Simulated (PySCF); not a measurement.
## [Ti(Cl)2(F)2] (charge 0, multiplicity 1)

These are TPSSh-D3(BJ)/def2-TZVP // TPSS-D3(BJ)/def2-SVP (PySCF) values and carry that method's errors.

```yaml
HOMO: -9.12 eV
dipole_moment: 0.16 D
LUMO: -4.16 eV
HOMO–LUMO gap: 4.96 eV
charge on the central atom (Mulliken): 1.40 e
charge on the central atom (meta-Löwdin): 1.40 e
total_energy: -1970.0133 Ha
cost: about 4 core-minutes (a rough figure)
```

Bond lengths (Å): Ti1–Cl2 2.186, Ti1–Cl3 2.186, Ti1–F4 1.734, Ti1–F5 1.734. Angles (°): Cl2–Ti1–Cl3 110.4, Cl2–Ti1–F4 109.5, Cl2–Ti1–F5 109.5, Cl3–Ti1–F4 109.5, Cl3–Ti1–F5 109.4, F4–Ti1–F5 108.5.
